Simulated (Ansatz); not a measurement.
BH5N (SMILES B[NH3+]) moved off its minimum; all values from Ansatz (a quantum-chemistry and plane-wave program), cores frozen in correlated methods.
(charge 1, multiplicity 1)
```xyz
7

B      0.9026     0.1974     0.1513
N     -0.6997    -0.2651    -0.0225
H      1.5458    -0.9375     0.0938
H      1.3307     1.2138    -0.2752
H     -1.0394     0.0136     0.8231
H     -0.9205    -1.0710    -0.4118
H     -1.1035     0.7365    -0.6551
```

```csv
level,largest force (eV/Å),on atom,rms difference from CCSD(T)/aug-cc-pVTZ (eV/Å),dipole (D)
HF/def2-TZVPP,12.90,N2,0.382,-
PBE/def2-TZVPP,11.90,N2,0.150,-
r2SCAN/def2-TZVPP,12.06,N2,0.035,-
B3LYP/def2-TZVPP,12.06,N2,0.037,-
wB97M-V/def2-TZVPP,12.13,N2,0.061,-
MP2/aug-cc-pVTZ,12.16,N2,0.065,-
CCSD(T)/aug-cc-pVTZ,12.06,N2,0.000,-
```

The differences count from one level among others, with limits of its own. Forces at CCSD(T)/aug-cc-pVTZ (eV/Å):

```tsv
atom	Fx	Fy	Fz
B1	0.386	-4.609	-2.619
N2	3.489	11.322	-2.278
H3	-0.705	2.187	0.880
H4	-0.537	0.510	0.871
H5	-2.235	-0.210	3.403
H6	-1.439	-4.977	-1.980
H7	1.040	-4.223	1.724
```
